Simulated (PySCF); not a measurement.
# Cr (chromium, neutral) across methods

[Ar] 3d5 4p1, high-spin 7P determinant (an excited configuration). Calculation: PySCF 2.14, in aug-cc-pVTZ-DK (8s7p5d3f2g, 93 functions); the spin-free X2C one-electron Hamiltonian (Gaussian nucleus).

```json
{"method": "PBE", "E (hartree)": "-1050.445", "mean ε 3p β (eV)": "-43.228", "mean ε 3d α (eV)": "-5.044", "mean ε 4p α (eV)": "-2.068", "Σ⟨r²⟩ (bohr²)": "49.39", "⟨S²⟩": "12.000"}
{"method": "UHF", "E (hartree)": "-1049.55584", "mean ε 3p β (eV)": "-52.194", "mean ε 3d α (eV)": "-11.853", "mean ε 4p α (eV)": "-3.398", "Σ⟨r²⟩ (bohr²)": "53.80", "⟨S²⟩": "12.000"}
{"method": "LDA", "E (hartree)": "-1048.357", "mean ε 3p β (eV)": "-43.364", "mean ε 3d α (eV)": "-5.250", "mean ε 4p α (eV)": "-2.092", "Σ⟨r²⟩ (bohr²)": "48.62", "⟨S²⟩": "12.000"}
{"method": "PBE0", "E (hartree)": "-1050.465", "mean ε 3p β (eV)": "-46.289", "mean ε 3d α (eV)": "-7.140", "mean ε 4p α (eV)": "-2.550", "Σ⟨r²⟩ (bohr²)": "49.19", "⟨S²⟩": "12.000"}
{"method": "r2SCAN", "E (hartree)": "-1050.640", "mean ε 3p β (eV)": "-43.842", "mean ε 3d α (eV)": "-5.259", "mean ε 4p α (eV)": "-2.134", "Σ⟨r²⟩ (bohr²)": "48.67", "⟨S²⟩": "12.000"}
{"method": "TPSS", "E (hartree)": "-1050.697", "mean ε 3p β (eV)": "-43.496", "mean ε 3d α (eV)": "-4.975", "mean ε 4p α (eV)": "-2.031", "Σ⟨r²⟩ (bohr²)": "49.15", "⟨S²⟩": "12.000"}
{"method": "M06-2X", "E (hartree)": "-1050.644", "mean ε 3p β (eV)": "-48.601", "mean ε 3d α (eV)": "-8.626", "mean ε 4p α (eV)": "-2.851", "Σ⟨r²⟩ (bohr²)": "50.44", "⟨S²⟩": "12.001"}
```

(1) Estimate the same row for BP86.

## Answers

(1) E (hartree) = -1050.827; mean ε 3p β (eV) = -43.462; mean ε 3d α (eV) = -5.131; mean ε 4p α (eV) = -2.173; Σ⟨r²⟩ (bohr²) = 48.76; ⟨S²⟩ = 12.000.
